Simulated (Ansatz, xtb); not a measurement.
Molecule: CH2NO, net charge -1, singlet state. SMILES of the parent species: [NH]C=O
Geometry from a B3LYP-D3(BJ)/def2-TZVP (Ansatz, a program for electronic structure) optimisation:
```xyz
5

N      0.8982    -0.7908    -0.0838
C     -0.2806    -0.2237     0.0509
O     -0.6352     0.9857     0.0368
H      1.5705    -0.0249    -0.2178
H     -1.0927    -0.9834     0.2042
```
Charge -1, spin multiplicity 1.

Harmonic wavenumbers from GFN2-xTB (xtb, at its own minimum), cm⁻¹: 598, 778, 1011, 1216, 1324, 1426, 1751, 2411, 3193.

Question: Give the harmonic wavenumbers at B3LYP-D3(BJ)/def2-TZVP (Ansatz, finite differences of forces, unscaled).

Answer: 645, 847, 1047, 1189, 1347, 1388, 1625, 2722, 3320 cm⁻¹. Zero-point energy 20.2 kcal/mol.

Question: From these and the geometry, give the ideal-gas thermochemistry at 298.15 K and 1 atm (rigid rotor, harmonic oscillator).

Answer: Point group Cs, rotational symmetry number 1. Rotational constants 84.32, 11.89, 10.42 GHz. S(trans) 37.27, S(rot) 20.96, S(vib) 0.72, S(elec, spin only) 0.00, S 59.0 cal/(mol K). H(298) - H(0) 2.54 kcal/mol; G - E(el) 5.2 kcal/mol.
